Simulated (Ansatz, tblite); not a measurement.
Isomers of HfSe2 (singlet), found by a short tight-binding search and relaxed with PBE-D4/def2-TZVP in Ansatz.

In the def2 sets Hf takes a core potential; there is no spin–orbit coupling. The xTB rows come from tblite.

Run but left out: HF/def2-TZVPP, MP2/def2-TZVPP, CCSD/def2-TZVPP, CCSD(T)/def2-TZVPP (B: restricted singlet, unstable towards broken spin symmetry).

B: The restricted singlet is unstable towards broken spin symmetry in Hartree–Fock (as tested in another run); at PBE-D4/def2-TZVP, r2SCAN-D4/def2-TZVP, r2SCANh-D4/def2-TZVP, PBE0-D4/def2-TZVP and others this wasn't settled.

Other spin states were run for one of them alone.

A:

```xyz
3

Hf   -0.625    0.421    0.511
Se   -0.602    0.367   -1.851
Se    1.227   -0.788    1.340
```

B:

Cartesian coordinates in Å:
```
Hf 0.149 2.123 -0.908
Se 0.000 -0.039 0.006
Se -0.149 -2.084 0.902
```

**Question.** Estimate their order by electronic energy at PBE0-D4/def2-TZVP, counted from the lowest.

**Answer.** A (0.00) < B (3.37), in eV.

**Question.** Do the other levels pick the same lowest one?

**Answer.** All that were run do. Energies above each level's lowest (eV):

| level | A | B |
| --- | --- | --- |
| GFN1-xTB | 0.00 | 5.04 |
| GFN2-xTB | 0.00 | 3.76 |
| PBE-D4/def2-TZVP | 0.00 | 3.18 |
| r2SCAN-D4/def2-TZVP | 0.00 | 3.64 |
| r2SCANh-D4/def2-TZVP | 0.00 | 3.64 |
| PBE0-D4/def2-TZVP | 0.00 | 3.37 |
| CAM-B3LYP-D4/def2-TZVP | 0.00 | 3.29 |
Point groups (tolerance 0.1 Å): A C2v, B C∞v. Lower isomers may exist.
